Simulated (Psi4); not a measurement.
F$_{3}$Sc, charge -1, doublet, at a GFN2-xTB geometry of the parent state (such geometries of metal compounds can be far from the true shape) (a state made from the parent by changing its charge; the spin is typed, not shown lowest) (a gas-phase anion, which may not be bound at this level).

Psi4 was given this input:
```
memory 2 GB

molecule {
-1 2
Sc    0.00000000   -0.00000000    0.00000000
F    -1.49196408   -0.92465244    0.06317319
F    -0.00096259    1.62400390   -0.66898447
F     1.49292667   -0.69935146    0.60581128
}

set {
  basis 3-21g
  reference uks
}

energy('b3lyp')
print_variables()
```

Task: What does this run give for the nuclear repulsion energy, total energy, <S^2>, number of basis functions?

Result: 
| Property | Result |
|---|---|
| nuclear repulsion energy | 213.0982 Eh |
| total energy | -1055.1803 Eh |
| <S^2> | 0.750 |
| number of basis functions | 56 |

A gas-phase anion may not be bound at this level; its values then depend on the basis.

These values belong to the state on which the SCF converged, which isn't shown to be the lowest.
